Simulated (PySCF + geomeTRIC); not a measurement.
Level of theory: BP86-D3(BJ)/def2-SVP (PySCF + geomeTRIC). fastk is a local helper that only speeds up exchange builds. No frequencies were computed at this level.

```python
import json, numpy as np
from pyscf import gto, dft
from fastk import lowrank_exchange
atoms = """
Ta     0.086215     0.014138    -0.087684
O     -1.292488    -0.377935    -1.213157
H     -1.942847    -0.620921    -1.871099
O      1.460198     0.397179     1.018720
H      2.028411     0.672877     1.736213
O     -1.161412     0.728798     1.224153
H     -2.114102     0.768684     1.128578
N      0.639843    -1.917185    -0.119544
H      0.169314    -2.671195    -0.603096
H      1.417994    -2.317576     0.388277
N      0.920443     1.144195    -1.524950
H      1.782334     1.667411    -1.439074
H      0.541273     1.328918    -2.444105
"""
def scf(charge, spin, dm0=None):
    mol = gto.M(atom=atoms, basis='def2-svp', ecp={'Ta': 'def2-svp'}, charge=charge, spin=spin, verbose=3, max_memory=10080)
    mf = dft.KS(mol, xc='bp86').density_fit(auxbasis="def2-universal-jkfit")
    mf.disp = 'd3bj'
    mf.grids.level = 3
    mf.conv_tol = 1e-8
    mf.max_cycle = 120
    mf.level_shift = 0.25
    mf.kernel(dm0)
    if not mf.converged:
        mf = mf.newton().run(mf.mo_coeff, mf.mo_occ).undo_soscf()
    return mf
mf = scf(0, 0)
from pyscf.geomopt.geometric_solver import kernel as optimize
path = []
done, mol = optimize(mf, maxsteps=120, assert_convergence=False, callback=lambda env: path.append((env["energy"], bool(env["g_scanner"].converged))))
res = dict(converged=bool(done and path[-1][1]), energy=path[-1][0], path=[e for e, c in path], xyz=mol.atom_coords(unit="Angstrom").tolist(), nao=mol.nao)
json.dump(res, open("result.json", "w"))
```

Output:

```
converged SCF energy = -396.488145355851
Geometry optimization cycle 1
converged SCF energy = -396.488145358991
cycle 1: E = -396.488145359  dE = -396.488  norm(grad) = 0.100985
Geometry optimization cycle 2
converged SCF energy = -396.497943555405
cycle 2: E = -396.497943555  dE = -0.0097982  norm(grad) = 0.0501148
Geometry optimization cycle 3
converged SCF energy = -396.502843806173
cycle 3: E = -396.502843806  dE = -0.00490025  norm(grad) = 0.0150711
Geometry optimization cycle 4
converged SCF energy = -396.503270619715
cycle 4: E = -396.50327062  dE = -0.000426814  norm(grad) = 0.00809694
Geometry optimization cycle 5
converged SCF energy = -396.503420402643
cycle 5: E = -396.503420403  dE = -0.000149783  norm(grad) = 0.0035783
Geometry optimization cycle 6
converged SCF energy = -396.503501466865
cycle 6: E = -396.503501467  dE = -8.10642e-05  norm(grad) = 0.00281435
Geometry optimization cycle 7
converged SCF energy = -396.503577098852
cycle 7: E = -396.503577099  dE = -7.5632e-05  norm(grad) = 0.00213359
Geometry optimization cycle 8
converged SCF energy = -396.503602257993
cycle 8: E = -396.503602258  dE = -2.51591e-05  norm(grad) = 0.00140833
Geometry optimization cycle 9
converged SCF energy = -396.50362306567
cycle 9: E = -396.503623066  dE = -2.08077e-05  norm(grad) = 0.0011316
Geometry optimization cycle 10
converged SCF energy = -396.503641163213
cycle 10: E = -396.503641163  dE = -1.80975e-05  norm(grad) = 0.00140714
Geometry optimization cycle 11
converged SCF energy = -396.503654798627
cycle 11: E = -396.503654799  dE = -1.36354e-05  norm(grad) = 0.00168404
Geometry optimization cycle 12
converged SCF energy = -396.503668673524
cycle 12: E = -396.503668674  dE = -1.38749e-05  norm(grad) = 0.00205751
Geometry optimization cycle 13
converged SCF energy = -396.50369630325
cycle 13: E = -396.503696303  dE = -2.76297e-05  norm(grad) = 0.00312621
Geometry optimization cycle 14
converged SCF energy = -396.503747484005
cycle 14: E = -396.503747484  dE = -5.11808e-05  norm(grad) = 0.00515398
Geometry optimization cycle 15
converged SCF energy = -396.503850133937
cycle 15: E = -396.503850134  dE = -0.00010265  norm(grad) = 0.00514168
Geometry optimization cycle 16
converged SCF energy = -396.504064646545
cycle 16: E = -396.504064647  dE = -0.000214513  norm(grad) = 0.00461909
Geometry optimization cycle 17
converged SCF energy = -396.504214259613
cycle 17: E = -396.50421426  dE = -0.000149613  norm(grad) = 0.0044388
Geometry optimization cycle 18
converged SCF energy = -396.504365081087
cycle 18: E = -396.504365081  dE = -0.000150821  norm(grad) = 0.00448361
Geometry optimization cycle 19
converged SCF energy = -396.504432315371
cycle 19: E = -396.504432315  dE = -6.72343e-05  norm(grad) = 0.00280608
Geometry optimization cycle 20
converged SCF energy = -396.504481670525
cycle 20: E = -396.504481671  dE = -4.93552e-05  norm(grad) = 0.00189955
Geometry optimization cycle 21
converged SCF energy = -396.504499905696
cycle 21: E = -396.504499906  dE = -1.82352e-05  norm(grad) = 0.00164811
Geometry optimization cycle 22
converged SCF energy = -396.504512652918
cycle 22: E = -396.504512653  dE = -1.27472e-05  norm(grad) = 0.00138626
Geometry optimization cycle 23
converged SCF energy = -396.504517602172
cycle 23: E = -396.504517602  dE = -4.94925e-06  norm(grad) = 0.00128025
Geometry optimization cycle 24
converged SCF energy = -396.504517189968
cycle 24: E = -396.50451719  dE = 4.12204e-07  norm(grad) = 0.00159998
Geometry optimization cycle 25
converged SCF energy = -396.504523236155
cycle 25: E = -396.504523236  dE = -6.04619e-06  norm(grad) = 0.00162648
Geometry optimization cycle 26
converged SCF energy = -396.504534266126
cycle 26: E = -396.504534266  dE = -1.103e-05  norm(grad) = 0.000966381
Geometry optimization cycle 27
converged SCF energy = -396.50453830054
cycle 27: E = -396.504538301  dE = -4.03441e-06  norm(grad) = 0.000588257
Geometry optimization cycle 28
converged SCF energy = -396.504539620994
cycle 28: E = -396.504539621  dE = -1.32045e-06  norm(grad) = 0.000507888
Geometry optimization cycle 29
converged SCF energy = -396.504541065692
cycle 29: E = -396.504541066  dE = -1.4447e-06  norm(grad) = 0.00047946
Geometry optimization cycle 30
converged SCF energy = -396.504541829628
cycle 30: E = -396.50454183  dE = -7.63935e-07  norm(grad) = 0.000413444
<class 'geometric.internal.Distance'> : 12
<class 'geometric.internal.Angle'> : 10
<class 'geometric.internal.LinearAngle'> : 6
<class 'geometric.internal.OutOfPlane'> : 6
<class 'geometric.internal.Dihedral'> : 20
<class 'geometric.internal.TranslationX'> : 1
<class 'geometric.internal.TranslationY'> : 1
<class 'geometric.internal.TranslationZ'> : 1
<class 'geometric.internal.RotationA'> : 1
<class 'geometric.internal.RotationB'> : 1
<class 'geometric.internal.RotationC'> : 1
Step    0 : Gradient = 2.801e-02/6.898e-02 (rms/max) Energy = -396.4881453590
Step    1 : Displace = 1.007e-01/1.816e-01 (rms/max) Trust = 1.000e-01 (=) Grad = 1.390e-02/3.412e-02 (rms/max) E (change) = -396.4979435554 (-9.798e-03) Quality = 0.376
Step    2 : Displace = 4.017e-02/6.505e-02 (rms/max) Trust = 1.000e-01 (=) Grad = 4.180e-03/9.649e-03 (rms/max) E (change) = -396.5028438062 (-4.900e-03) Quality = 1.200
Step    3 : Displace = 2.212e-02/3.703e-02 (rms/max) Trust = 1.414e-01 (+) Grad = 2.246e-03/4.179e-03 (rms/max) E (change) = -396.5032706197 (-4.268e-04) Quality = 0.658
Step    4 : Displace = 8.718e-03/1.750e-02 (rms/max) Trust = 1.414e-01 (=) Grad = 9.924e-04/1.863e-03 (rms/max) E (change) = -396.5034204026 (-1.498e-04) Quality = 1.264
Step    5 : Displace = 7.740e-03/1.942e-02 (rms/max) Trust = 2.000e-01 (+) Grad = 7.806e-04/1.590e-03 (rms/max) E (change) = -396.5035014669 (-8.106e-05) Quality = 1.450
Step    6 : Displace = 1.323e-02/3.457e-02 (rms/max) Trust = 2.828e-01 (+) Grad = 5.918e-04/1.091e-03 (rms/max) E (change) = -396.5035770989 (-7.563e-05) Quality = 1.098
Step    7 : Displace = 6.299e-03/8.343e-03 (rms/max) Trust = 3.000e-01 (+) Grad = 3.906e-04/5.755e-04 (rms/max) E (change) = -396.5036022580 (-2.516e-05) Quality = 1.086
Step    8 : Displace = 7.256e-03/1.314e-02 (rms/max) Trust = 3.000e-01 (=) Grad = 3.138e-04/5.902e-04 (rms/max) E (change) = -396.5036230657 (-2.081e-05) Quality = 1.176
Step    9 : Displace = 1.042e-02/1.635e-02 (rms/max) Trust = 3.000e-01 (=) Grad = 3.903e-04/7.323e-04 (rms/max) E (change) = -396.5036411632 (-1.810e-05) Quality = 1.095
Step   10 : Displace = 1.351e-02/2.183e-02 (rms/max) Trust = 3.000e-01 (=) Grad = 4.671e-04/9.701e-04 (rms/max) E (change) = -396.5036547986 (-1.364e-05) Quality = 0.846
Step   11 : Displace = 1.330e-02/2.423e-02 (rms/max) Trust = 3.000e-01 (=) Grad = 5.707e-04/8.982e-04 (rms/max) E (change) = -396.5036686735 (-1.387e-05) Quality = 0.899
Step   12 : Displace = 2.501e-02/4.714e-02 (rms/max) Trust = 3.000e-01 (=) Grad = 8.671e-04/1.459e-03 (rms/max) E (change) = -396.5036963033 (-2.763e-05) Quality = 0.849
Step   13 : Displace = 5.989e-02/1.219e-01 (rms/max) Trust = 3.000e-01 (=) Grad = 1.429e-03/2.189e-03 (rms/max) E (change) = -396.5037474840 (-5.118e-05) Quality = 0.621
Step   14 : Displace = 4.014e-02/9.237e-02 (rms/max) Trust = 3.000e-01 (=) Grad = 1.426e-03/2.398e-03 (rms/max) E (change) = -396.5038501339 (-1.026e-04) Quality = 1.259
Step   15 : Displace = 4.957e-02/1.227e-01 (rms/max) Trust = 3.000e-01 (=) Grad = 1.281e-03/2.109e-03 (rms/max) E (change) = -396.5040646465 (-2.145e-04) Quality = 1.156
Step   16 : Displace = 2.679e-02/4.701e-02 (rms/max) Trust = 3.000e-01 (=) Grad = 1.231e-03/2.145e-03 (rms/max) E (change) = -396.5042142596 (-1.496e-04) Quality = 1.341
Step   17 : Displace = 3.242e-02/6.845e-02 (rms/max) Trust = 3.000e-01 (=) Grad = 1.244e-03/2.990e-03 (rms/max) E (change) = -396.5043650811 (-1.508e-04) Quality = 1.071
Step   18 : Displace = 1.061e-02/1.898e-02 (rms/max) Trust = 3.000e-01 (=) Grad = 7.783e-04/2.067e-03 (rms/max) E (change) = -396.5044323154 (-6.723e-05) Quality = 1.331
Step   19 : Displace = 3.747e-02/8.967e-02 (rms/max) Trust = 3.000e-01 (=) Grad = 5.268e-04/9.006e-04 (rms/max) E (change) = -396.5044816705 (-4.936e-05) Quality = 0.893
Step   20 : Displace = 4.839e-03/8.282e-03 (rms/max) Trust = 3.000e-01 (=) Grad = 4.571e-04/8.695e-04 (rms/max) E (change) = -396.5044999057 (-1.824e-05) Quality = 1.194
Step   21 : Displace = 8.527e-03/1.676e-02 (rms/max) Trust = 3.000e-01 (=) Grad = 3.845e-04/9.868e-04 (rms/max) E (change) = -396.5045126529 (-1.275e-05) Quality = 0.782
Step   22 : Displace = 6.386e-03/1.101e-02 (rms/max) Trust = 3.000e-01 (=) Grad = 3.551e-04/8.107e-04 (rms/max) E (change) = -396.5045176022 (-4.949e-06) Quality = 0.411
Step   23 : Displace = 8.933e-03/1.928e-02 (rms/max) Trust = 3.000e-01 (=) Grad = 4.438e-04/8.715e-04 (rms/max) E (change) = -396.5045171900 (+4.122e-07) Quality = -0.027
Step   24 : Displace = 4.728e-03/1.035e-02 (rms/max) Trust = 4.466e-03 (-) Grad = 4.511e-04/8.758e-04 (rms/max) E (change) = -396.5045232362 (-6.046e-06) Quality = 0.429
Step   25 : Displace = 4.421e-03/7.036e-03 (rms/max) Trust = 4.466e-03 (=) Grad = 2.680e-04/4.536e-04 (rms/max) E (change) = -396.5045342661 (-1.103e-05) Quality = 0.670
Step   26 : Displace = 4.656e-03/8.904e-03 (rms/max) Trust = 4.466e-03 (=) Grad = 1.632e-04/3.599e-04 (rms/max) E (change) = -396.5045383005 (-4.034e-06) Quality = 0.237
Step   27 : Displace = 2.109e-03/4.146e-03 (rms/max) Trust = 2.233e-03 (-) Grad = 1.409e-04/2.227e-04 (rms/max) E (change) = -396.5045396210 (-1.320e-06) Quality = 0.133
Step   28 : Displace = 1.061e-03/2.734e-03 (rms/max) Trust = 1.054e-03 (-) Grad = 1.330e-04/2.096e-04 (rms/max) E (change) = -396.5045410657 (-1.445e-06) Quality = 0.228
Step   29 : Displace = 5.258e-04/1.050e-03 (rms/max) Trust = 5.272e-04 (-) Grad = 1.147e-04/1.952e-04 (rms/max) E (change) = -396.5045418296 (-7.639e-07) Quality = 0.356
Converged! =D
```

Cost: about 18 core-minutes (a rough figure).
